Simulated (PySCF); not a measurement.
```xyz
5
charge -1 multiplicity 1, angstrom
Tl    0.0000    0.0000    0.0000
Cl    1.4524    1.4524    1.4524
Cl   -1.4524   -1.4524    1.4524
Cl   -1.4524    1.4524   -1.4524
Cl    1.4524   -1.4524   -1.4524
```

All numbers come from B3LYP/[Tl def2-SVPD with ECP60, Cl def2-SVPD], scalar-relativistic core potentials, density fitting, no spin–orbit coupling, PySCF.

This geometry of [TlCl4]- is a stationary point at this level.

**Question.** What is the point group?

**Answer.** Td.

**Question.** Is it a minimum?

**Answer.** Yes: all harmonic wavenumbers are real.

**Question.** Which band is strongest in the infrared?

**Answer.** 273 cm⁻¹ (t2), 216 km/mol.

**Question.** Give the ideal-gas entropy at 298.15 K and 1 bar by parts.

**Answer.** translation 181.7, rotation 107.4, vibration 109.8, spin 0.0; total 399.0 J/(mol K).

Only a few start shapes were tried, so a lower isomer may exist. With an element this heavy the missing spin–orbit coupling can shift these numbers.
